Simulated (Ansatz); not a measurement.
Start from `[CH3][SbH][SiH3]` and change one atom or group to get `[SiH3][SbH][SiH3]`.

Ansatz, PBE0-D4/def2-TZVP geometries, multiplicity 1. 

Elements past krypton have def2 core potentials.

```tsv
property	`[CH3][SbH][SiH3]`
size of the dipole moment (B3LYP/def2-TZVPP) / D	0.77
HOMO–LUMO gap (ωB97M-V/def2-TZVPP) / eV	9.97
HOMO–LUMO gap (PBE0/def2-TZVPP) / eV	6.41
HOMO–LUMO gap (B3LYP/def2-TZVPP) / eV	6.02
HOMO energy (B3LYP/def2-TZVPP) / eV	-6.69
ideal-gas entropy at 298 K and 1 bar (rigid rotor, harmonic PBE0-D4/def2-TZVP) / J/(mol·K)	348
```

**Question.** What does the change do to each property? (Estimate.)

**Answer.** Ansatz gave: 
| property | `[SiH3][SbH][SiH3]` | shift |
| --- | --- | --- |
| size of the dipole moment (B3LYP/def2-TZVPP) / D | 0.18 | -0.59 |
| HOMO–LUMO gap (ωB97M-V/def2-TZVPP) / eV | 10.12 | 0.15 |
| HOMO–LUMO gap (PBE0/def2-TZVPP) / eV | 6.60 | 0.19 |
| HOMO–LUMO gap (B3LYP/def2-TZVPP) / eV | 6.20 | 0.18 |
| HOMO energy (B3LYP/def2-TZVPP) / eV | -6.97 | -0.28 |
| ideal-gas entropy at 298 K and 1 bar (rigid rotor, harmonic PBE0-D4/def2-TZVP) / J/(mol·K) | 372 | 24 |

With PBE0 the HOMO falls by 0.29 eV and the LUMO falls by 0.10 eV, so the gap widens by about 0.19 eV. PBE moves the HOMO by -0.31 eV and ωB97M-V by -0.24 eV. Dipoles are sizes alone; their direction can turn. Modes under 60 cm⁻¹, often nearly free rotors, make the harmonic entropy too high.

B3LYP here is the variant with VWN-RPA as its local correlation; programs differ in this.

Spin–orbit coupling is left out; it splits and shifts lone-pair levels of the heavy atoms by tenths of an eV.
